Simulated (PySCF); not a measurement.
**Polarisability and C₆ of Mn²⁺ (manganese, charge +2)**

[Ar] 3d5, high-spin 6S determinant. All numbers are calculated (PySCF 2.14, the non-relativistic Hamiltonian (point nucleus), in def2-QZVPPD (11s6p5d4f2g, 100 functions)). Coupled (time-dependent) response in atomic units; α is the mean over directions.

```csv
method,mean α (bohr³),C₆ (like pair),S(−4)
BP86,4.097,12.07,10.08
```

S(−4) is the Cauchy moment in α(ω) = α(0) + S(−4) ω² + …

α(iu) at BP86:

```tsv
u (hartree)	α(iu) (bohr³)
0	4.097
0.0500	4.072
0.100	4.001
0.200	3.755
0.300	3.445
0.500	2.857
0.750	2.307
1.00	1.915
1.50	1.388
2.00	1.050
3.00	0.6550
5.00	0.3214
```

For an ion, C₆ is the dispersion term alone; charge-induced terms of lower order in 1/R come first.
